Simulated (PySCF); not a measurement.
## Identify the compound

The spectra below were simulated for a compound C$_{4}$H$_{4}$F$_{6}$OSi.

$^{1}$H NMR (500 MHz, computed): δ 1.93 (m, 1H), 1.60 (br s, 1H), 1.51 (m, 1H), 1.31 (m, 1H).

$^{13}$C{$^{1}$H} NMR (computed): δ 138.0, 135.5, 21.3, 6.4.

PySCF calculation with geometry from GFN2-xTB and shielding tensors at PBE0/pcSseg-1 (GIAO); one averaged value for each set of equivalent atoms, no solvent model, non-relativistic, a single conformation.

References, each an isolated molecule treated in the same way: $^{1}$H (σ = 31.72 ppm), $^{13}$C (σ = 186.93 ppm) against TMS.

Q: Propose a structure and justify it.

A: 
1. The formula gives 1 degree of unsaturation (1 ring in the answer).
2. 4 carbon signals for 4 carbons: no two carbons are equivalent.
3. Carbon types of the structure: 2 × C, 1 × CH, 1 × CH2, leaving 1 H on heteroatoms.
4. δC 138.0, 135.5: CF3 carbon; 3 electronegative neighbours deshield it.
5. δC 21.3, 6.4: three-membered-ring carbon; carbons of three-membered rings are unusually shielded.
6. δH 1.93, 1.51, 1.31: hydrogen on a three-membered-ring carbon.
7. δH 1.60: hydrogen on an oxygen bonded to Si; labile proton, position sensitive to the medium.

These data were computed for SMILES [Si@]1(O)(C(F)(F)F)C[C@H]1C(F)(F)F.

The data come from this structure; uniqueness wasn't tested.

OH and NH positions are those of a molecule without intermolecular hydrogen bonds; in solution they move with solvent, concentration and temperature, and exchange usually removes their couplings. Splittings by $^{19}$F in the carbon and heteronuclear signals aren't shown, as no couplings were computed. Shifts are as computed. Against solution values, carbons near 30 ppm lie about +3 ppm off and those near 130 ppm about +5 ppm. Of 1211 compounds with measured shifts, 218 miss one by over three times the rms of a fit or turn the order of signals round; such compounds aren't used in these exercises. No couplings were computed; multiplicities are counted from neighbouring protons, with m where these are inequivalent, close in shift, in a saturated or five-membered ring or joined by F or P, and br s for small geminal =CH2 splittings.
